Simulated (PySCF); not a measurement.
# Reading the logs of faulty runs: B2CH7Si cation

These are calculations, not measurements. The program is PySCF 2.14.0, an open-source quantum chemistry code, run on an isolated molecule that a program drew, which may never have been made. The molecule is B2CH7Si cation (charge +1, singlet), drawn as the SMILES string `CBB[SiH2+]`.

Each row is a Hartree-Fock (HF) and frozen-core CCSD(T) single point in the cc-pV(D+d)Z basis, meant for a local HF minimum. Run 1 is clean. Each other run has one planted mistake out of seven kinds, and not every kind appears here: one electron removed, one electron added, multiplicity raised by two, geometry at a saddle point, minimal basis STO-3G, one bond length entered in bohr, all coordinates scaled. The reference is restricted for singlets and unrestricted otherwise, and also for a bond in bohr. Adding or removing an electron swaps singlet and doublet. Electrons count all cores. HOMO and LUMO are orbital energies over both spins, the gradient is its largest component, and the lowest frequency (negative if imaginary) is given only where the gradient is small. Bond lengths are over the 10 bonds as drawn. T1 is the CCSD diagnostic: over 0.02 (restricted) or 0.045 (unrestricted) a single reference is doubtful.

Geometry of the clean run:
```xyz
11
B2CH7Si cation, angstrom
C    -0.0392    3.1920   -0.9846
B    -0.3397    1.6564   -0.8796
B     0.6233    0.5210   -0.0611
Si    0.3559   -0.1054    1.8262
H     0.7731    3.5730   -0.3658
H    -0.9471    3.7705   -0.7865
H     0.2107    3.3938   -2.0349
H    -1.2894    1.1825   -1.4450
H     1.5371   -0.0265   -0.6126
H     1.0131    0.5280    2.9757
H    -0.5220   -1.2281    2.1760
```

| run | electrons | basis functions | <S^2> | HOMO (eV) | LUMO (eV) | gradient (hartree/bohr) | lowest frequency (cm^-1) | mean bond (Å) | longest bond (Å) | T1 | HF (hartree) | CCSD(T) (hartree) | mistake |
|---|---|---|---|---|---|---|---|---|---|---|---|---|---|
| 1 | 36 | 100 | 0.000 | -15.86 | -5.58 | 1.2e-05 | 64 | 1.3894 | 2.006 | 0.0171 | -379.92318 | -380.37867 | no fault |
| 2 | 36 | 100 | 0.000 | -15.57 | -5.63 | 3.8e-02 | - | 1.4742 | 2.129 | 0.0169 | -379.89485 | -380.35733 | all coordinates scaled |
| 3 | 36 | 31 | 0.000 | -14.83 | -2.57 | 2.2e-02 | - | 1.3894 | 2.006 | 0.0116 | -375.58919 | -375.79774 | ? |
| 4 | 36 | 100 | 2.030 | -12.66 | -7.90 | 5.6e-02 | - | 1.3894 | 2.006 | 0.0248 | -379.81210 | -380.26252 | ? |

**Which mistake was planted in run 3, and what did it cost?**

It has 31 basis functions where the clean run has 100, with the same electrons and geometry. So the mistake is: minimal basis STO-3G. Subtracting run 1 and multiplying by 627.51 kcal/mol a hartree, the energy moved by 2719.6 kcal/mol in HF and 2874.6 kcal/mol in CCSD(T).

**Which mistake was planted in run 4, and what did it cost?**

Electrons, basis and geometry are unchanged, and <S^2> is 2.030, beside S(S+1) = 2.00 for a multiplicity of 3. So the mistake is: multiplicity raised by two. Subtracting run 1 and multiplying by 627.51 kcal/mol a hartree, the energy moved by 69.7 kcal/mol in HF and 72.9 kcal/mol in CCSD(T).

